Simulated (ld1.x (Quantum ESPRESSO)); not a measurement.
u(r) = r·R(r): atom against pseudo-atom (germanium (Ge))

Columns: radius, all-electron u(r) and pseudo u(r) of the 4p shell (level -7.38 eV) of germanium in the configuration [Ar] 3d10 4s2 4p1.5; PBE, scalar-relativistic, ultrasoft scheme, ld1.x (Quantum ESPRESSO) 7.5.

```csv
r (bohr),all-electron,pseudo
0.123,0.1546,0.0077
0.245,-0.0396,0.0301
0.368,-0.2217,0.0662
0.490,-0.2627,0.1135
0.613,-0.2003,0.1700
0.735,-0.0881,0.2320
0.858,0.0403,0.2971
0.980,0.1641,0.3615
1.103,0.2764,0.4232
1.225,0.3718,0.4790
1.348,0.4515,0.5282
1.470,0.5148,0.5688
1.593,0.5643,0.6010
1.715,0.6008,0.6246
1.838,0.6263,0.6406
1.960,0.6419,0.6495
2.083,0.6492,0.6525
2.205,0.6495,0.6504
2.328,0.6440,0.6440
2.450,0.6337,0.6337
2.573,0.6194,0.6194
2.695,0.6022,0.6022
2.818,0.5825,0.5825
2.940,0.5612,0.5612
3.063,0.5386,0.5386
3.185,0.5155,0.5155
```

How many radial nodes do the two functions have?

The all-electron 4p function has n − l − 1 = 2; the pseudo-wave has 0, since the states of the same l below it are removed with the core.

At about which radius was the pseudo-wave matched?

2.45 bohr. The columns agree to 0.0005 from 2.33 bohr on; several derivatives are matched, so the curves merge somewhat inside the radius.

Is the pseudo-wave norm-conserving?

No, it belongs to an ultrasoft set: the norm inside the radius is not constrained, and the difference is carried by the augmentation charge.
